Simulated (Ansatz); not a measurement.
`C=[CH][Ge]([Cl])([Cl])[Cl]` + H₂ → `[Cl][GeH]([Cl])[Cl]` + `C=C` at 700 K and 1 bar (hydrogenolysis of a Ge–C bond).

Isolated molecules relaxed with PBE0-D4/def2-TZVP in Ansatz; ΔE leaves out vibrations. CBS: MP2 limit from def2 TZ/QZ plus the TZ coupled-cluster correction, frozen cores. This one scheme is used for every species. For Ge outer-core shells are correlated without core-valence functions, which leaves a few kJ/mol of doubt a bond. Scalar relativity is left out up to krypton. One conformer a species, not always the lowest.

| species | CCSD(T)/CBS energy (Eh) | H − E (kJ/mol) | S (J/(mol·K)) |
| --- | --- | --- | --- |
| `C=[CH][Ge]([Cl])([Cl])[Cl]` | -3533.47120 | 205.8 | 517.1 |
| H₂ | -1.17544 | 46.8 | 155.3 |
| `[Cl][GeH]([Cl])[Cl]` | -3456.16971 | 86.7 | 406.4 |
| `C=C` | -78.48111 | 168.9 | 268.4 |

H − E and S are ideal-gas, rigid-rotor, harmonic terms from PBE0-D4/def2-TZVP, for one conformer and one mirror image of each species. For small species the MP2-based limit differs from directly extrapolated CCSD(T) by up to some mEh (0.8 for H₂); such offsets cancel only in part. 1 Eh = 2625.50 kJ/mol, R = 8.31446 J/(mol·K).

Question: By hand: ΔE, ΔH, ΔS and ΔG.

Answer: ΔE = (-3456.16971) + (-78.48111) − (-3533.47120) − (-1.17544) = -0.00418 Eh = -11.0 kJ/mol. Δ(H − E) = 86.7 + 168.9 − 205.8 − 46.8 = 3.0, so ΔH = -8.0 kJ/mol. ΔS = 406.4 + 268.4 − 517.1 − 155.3 = 2.4 J/(mol·K). ΔG = -8.0 − 700 × (2.4)/1000 = -9.7 kJ/mol.

Question: By hand: the equilibrium constant, and the temperature at which ΔG would vanish if ΔH and ΔS stayed fixed.

Answer: log₁₀ K = −ΔG/(RT ln 10) = 0.7. ΔH and −TΔS have one sign here, so there is no such temperature. One of them is within its doubt of zero, so this could turn.

The number of gas molecules stays the same, so ΔS is small and ΔH decides. A doubt of 5 kJ/mol in ΔE shifts log₁₀ K by 0.4 here. Other conformers and mirror images would add mixing entropy, several J/(mol·K) or more a flexible species. These are equilibria of isolated gas molecules and say nothing of rates. Largest T1 diagnostic: 0.011 (customary marks: 0.02 for closed shells, 0.045 for open ones).
